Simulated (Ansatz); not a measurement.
C$_{3}$H$_{9}$InOS, SMILES `C[CH](C)[In]([OH])[SH]`, relaxed with RKS PBE0-D4/def2-TZVP in Ansatz from a GFN2-xTB geometry. The force threshold is 0.005 eV/Å; the program also tests the step.

The species carries charge 0 and has multiplicity 1. In: def2 effective core potential.

Start:

```xyz
15

C    -0.145    1.051    1.444
C    -0.458    0.840   -0.020
C    -1.855    0.315   -0.263
In    1.054   -0.680   -0.898
O     2.276   -1.712    0.267
S     1.532   -1.578   -3.114
H     0.874    1.420    1.577
H    -0.833    1.784    1.871
H    -0.255    0.119    2.002
H    -0.290    1.756   -0.588
H    -2.028    0.146   -1.327
H    -2.592    1.040    0.090
H    -2.019   -0.623    0.269
H     2.309   -1.538    1.204
H     2.431   -2.340   -2.513
```

(1) How much energy does the relaxation release, and in how many steps? (Estimate.)

(2) Which bonds change most? (Estimate.)

(3) Give the relaxed structure. (Best estimate.)

Answers

(1) Ansatz gave: 15.36 kJ/mol, in 25 steps, 2 of them rejected.

(2) Ansatz gave: C2–In4 from 2.316 to 2.169 Å; In4–S6 from 2.439 to 2.382 Å; S6–H15 from 1.323 to 1.345 Å; In4–O5 from 1.979 to 1.996 Å.

(3) The calculation gave: 
```xyz
15

C    -0.195    0.928    1.490
C    -0.375    0.736   -0.008
C    -1.804    0.360   -0.373
In    1.042   -0.709   -0.789
O     2.537   -1.475    0.289
S     1.148   -1.696   -2.954
H     0.816    1.248    1.752
H    -0.887    1.693    1.864
H    -0.406    0.010    2.047
H    -0.114    1.667   -0.521
H    -1.947    0.259   -1.451
H    -2.502    1.129   -0.019
H    -2.109   -0.583    0.090
H     2.573   -1.145    1.189
H     2.224   -2.422   -2.606
```
